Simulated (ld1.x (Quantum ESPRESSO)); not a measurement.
**An all-electron radial function and its pseudo partner (O)**

Columns: radius, all-electron u(r) and pseudo u(r) of the 2p shell (level -9.03 eV) of oxygen in the configuration [He] 2s2 2p4; PBE, scalar-relativistic, TM scheme, ld1.x (Quantum ESPRESSO) 7.5.

| r (bohr) | all-electron | pseudo |
| --- | --- | --- |
| 0.053 | 0.0347 | 0.0164 |
| 0.105 | 0.1118 | 0.0631 |
| 0.158 | 0.2095 | 0.1375 |
| 0.210 | 0.3096 | 0.2304 |
| 0.262 | 0.4061 | 0.3348 |
| 0.315 | 0.4959 | 0.4442 |
| 0.368 | 0.5750 | 0.5481 |
| 0.420 | 0.6417 | 0.6380 |
| 0.473 | 0.6987 | 0.7131 |
| 0.525 | 0.7444 | 0.7689 |
| 0.578 | 0.7811 | 0.8086 |
| 0.630 | 0.8081 | 0.8330 |
| 0.683 | 0.8275 | 0.8465 |
| 0.735 | 0.8394 | 0.8519 |
| 0.788 | 0.8452 | 0.8520 |
| 0.840 | 0.8457 | 0.8486 |
| 0.893 | 0.8416 | 0.8425 |
| 0.945 | 0.8339 | 0.8341 |
| 0.998 | 0.8229 | 0.8229 |
| 1.050 | 0.8096 | 0.8096 |
| 1.102 | 0.7943 | 0.7943 |
| 1.155 | 0.7771 | 0.7771 |
| 1.208 | 0.7586 | 0.7586 |
| 1.260 | 0.7394 | 0.7394 |
| 1.313 | 0.7193 | 0.7193 |
| 1.365 | 0.6990 | 0.6990 |

(1) How many radial nodes do the two functions have?

(2) At about which radius was the pseudo-wave matched?

(3) Where does each function peak?

(4) Is the pseudo-wave norm-conserving?

Results:

(1) The all-electron 2p function has n − l − 1 = 0; the pseudo-wave has 0.

(2) 1.05 bohr. The columns agree to 0.0005 from 0.94 bohr on; several derivatives are matched, so the curves merge somewhat inside the radius.

(3) Outermost all-electron maximum near 0.84 bohr, pseudo maximum near 0.79 bohr (to the table’s step).

(4) Yes: the TM scheme keeps the norm inside the radius equal to the all-electron one, which fixes the energy derivative of the logarithmic derivative at the level.
